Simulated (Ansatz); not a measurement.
Frontier orbitals of C3H5FSi, SMILES `C#CC[SiH2]F`.

```
atom   x (Å)   y (Å)   z (Å)
  C1   1.969   0.923   0.863
  C2   1.042   0.761   0.116
  C3  -0.106   0.489  -0.720
 Si4  -1.060  -0.923   0.068
  F5  -2.341  -1.246  -0.839
  H6   2.799   1.088   1.508
  H7   0.201   0.207  -1.732
  H8  -0.751   1.369  -0.804
  H9  -0.219  -2.139   0.127
 H10  -1.536  -0.529   1.414
```

Total charge 0; spin multiplicity 1. The structure was optimised at the PBE0-D4/def2-TZVP level. It is one conformer, not always the lowest. Basis def2-TZVPP, Ansatz.

```json
{"functional": "PBE", "HOMO (eV)": "-6.54", "LUMO (eV)": "-0.73", "gap (eV)": "5.81"}
{"functional": "r2SCAN", "HOMO (eV)": "-6.74", "LUMO (eV)": "-0.34", "gap (eV)": "6.40"}
{"functional": "PBE0", "HOMO (eV)": "-7.73", "LUMO (eV)": "0.20", "gap (eV)": "7.93"}
{"functional": "HSE06 (plane-wave form)", "HOMO (eV)": "-7.33", "LUMO (eV)": "-0.18", "gap (eV)": "7.15"}
{"functional": "BHLYP", "HOMO (eV)": "-8.79", "LUMO (eV)": "1.14", "gap (eV)": "9.93"}
{"functional": "ωB97M-V", "HOMO (eV)": "-9.95", "LUMO (eV)": "2.00", "gap (eV)": "11.95"}
```

Against PBE, PBE0 changes HOMO and LUMO by −1.20 and +0.93 eV, ωB97M-V by −3.41 and +2.72 eV. A gap of 5.81 eV thus becomes 11.94 eV for the same molecule, so an orbital gap means little without its functional. A positive LUMO is unbound and depends on the basis.
